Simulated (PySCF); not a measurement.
**Dipole moment and polarisability of `C=C(C=O)OC(F)(F)F`**

Species: C4H3F3O2.
Structure used (GFN2-xTB), in Å, numbered top down from 1:
```
atom  x, y, z in Å
C1    -1.0086   -0.5457   -0.8251
C2    -0.5007    0.3184    0.0459
C3    -1.2918    1.4378    0.6128
O4    -2.4366    1.6584    0.3365
O5     0.8011    0.3248    0.5590
C6     1.6614   -0.6064    0.1767
F7     2.8159   -0.4010    0.7939
F8     1.9132   -0.6047   -1.1416
F9     1.2734   -1.8576    0.4695
H10   -2.0356   -0.4050   -1.1163
H11   -0.4758   -1.3727   -1.2598
H12   -0.7147    2.0530    1.3225
```

Level: PBE0/def2-SVPD (PySCF), static field, nuclei fixed, core orbitals frozen in the response. The polarisability tensor in these axes (au):

```
x   65.06 -5.95  4.73
y   -5.95 57.16 10.18
z    4.73 10.18 50.94
```

Q: Diagonalise the tensor; give its mean and Δα, where Δα² is half the sum of the squared differences of the eigenvalues.

A: Principal values 41.14, 63.72 and 68.30 au; mean 57.72 au = 8.55 Å³ = 9.52 × 10⁻⁴⁰ C²·m²/J; Δα = 25.19 au (44 % of the mean).

Q: What is the dipole moment, and where does it point?

A: (0.28, -0.56, -0.32) D, 0.70 D in size, pointing from the negative to the positive side. Measured along this direction, the outermost atoms are H12 and O4 at the negative end and F9 and F8 at the positive end.

Q: What depolarisation ratio follows for Rayleigh scattering of linearly polarised light, taking the static tensor?

A: ρ = 3Δα²/(45ᾱ² + 4Δα²) = 1902.9/(149915 + 2537.3) = 0.0125.

Q: Orientational against electronic polarisability at 250 K (dilute gas, rigid molecules)?

A: In Gaussian units μ²/3kT = 4.79 Å³ against 8.55 Å³, a ratio of 0.56; the Debye molar polarisation (4π/3)N_A(α + μ²/3kT) is 33.7 cm³/mol, leaving out the vibrational part.

Q: What molar refraction does this α imply?

A: Lorentz–Lorenz: R = (4π/3)N_A α = 2.5225 cm³/(mol·Å³) × 8.55 Å³ = 21.6 cm³/mol, in the limit of long wavelengths.

Q: Form Σ f/ω² (atomic units) for the 6 lowest TDDFT singlets, given as eV and f, and set it beside the mean polarisability, which is this sum over all singlets: 3.73, 0.0003; 5.39, 0.1406; 7.60, 0.0004; 7.85, 0.0000; 7.93, 0.0110; 8.00, 0.0203.

A: They add up to 3.97 au, 6.9 % of the 57.72 au; the largest single term is 3.58 au, from the state at 5.39 eV. Terms in order: 0.01, 3.58, 0.01, 0.00, 0.13, 0.23 au. Higher excitations give the rest. The strengths listed sum to 0.172.

Isolated species at its GFN2-xTB geometry (one conformer only).
